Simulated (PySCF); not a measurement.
# Diatomics with 52 electrons

r²SCAN in PySCF with def2-SVP on every atom (core potentials on Sb, Te), for the lowest determinant that a PBE0 search found; no spin–orbit coupling. All have 52 electrons, 6 of them in the valence shells, and the same state, a triplet (π ↑↑). For ions De leads to the atom and ion picked by measured ionisation energies and electron affinities.

```csv
species,difference of nuclear charges,Re (Å),ωe (cm⁻¹),k (mdyn/Å),De (eV),dissociates to,Mayer bond order
KAs,14,3.170,157,0.373,1.23,K + As,0.85
SbH,50,1.725,1918,2.17,2.60,Sb + H,0.97
KSe⁺,15,3.522,87.1,0.117,0.38,K⁺ + Se,0.22
TeH⁺,51,1.678,2108,2.62,2.81,Te⁺ + H,0.96
```

Problem. Which member of the whole set has the stiffest bond, and how does it compare with the softest?

Solution. TeH⁺ with k = 2.62 mdyn/Å, 22 times that of KSe⁺.

Weak bonds: KSe⁺. Basis-set superposition, not corrected here, can be much of De in a small basis, most of all at correlated wavefunction levels. These are scalar-relativistic numbers at best; spin–orbit coupling would shift them, the dissociation energy most. For an ion De counts to the pair picked by the measured ionisation energies or electron affinities, which need not be the lowest pair at this level. States were picked by a PBE0 search and need not be the measured ground states.
